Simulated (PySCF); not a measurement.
**RhH4 at several levels of theory**

All levels use the PBE0 minimum (doublet; H–H 0.853 Å (×2), Rh–H 1.708 Å (×4); H–H–Rh 75.5° (×4), H–Rh–H 28.9° (×2), H–Rh–H 159.7° (×4)), basis [Rh def2-TZVP with ECP28, H def2-TZVP], scalar-relativistic core potentials, density fitting, no spin–orbit coupling, PySCF. For vertical energies the ionised species is a triplet (spins chosen at PBE0 and kept) and the electron-attached one a singlet. Atomisation goes to high-spin ground-configuration atoms, without zero-point energy. Open shells are unrestricted, also as the reference of the correlated levels. A dash marks a value that was not computed or is not defined at that level.

```csv
level,atomisation (kJ/mol),vertical IP (eV),vertical EA (eV),−ε(HOMO) (eV)
PBE0,1050,7.73,0.42,5.55
HF,605,5.58,-1.71,7.25
MP2,1052,7.88,0.90,–
PBE,1099,8.10,0.85,4.66
B3LYP,1084,7.97,0.57,5.49
r2SCAN,1090,7.78,0.56,4.58
TPSSh,1105,7.69,0.48,4.88
revPBE,1061,7.97,0.77,4.56
LC-wPBE,1046,7.57,0.15,8.02
```

Without diffuse functions attachment energies tend to come out too low.

Open d and f shells are described by one determinant, and the ground state may have another occupation or spin.
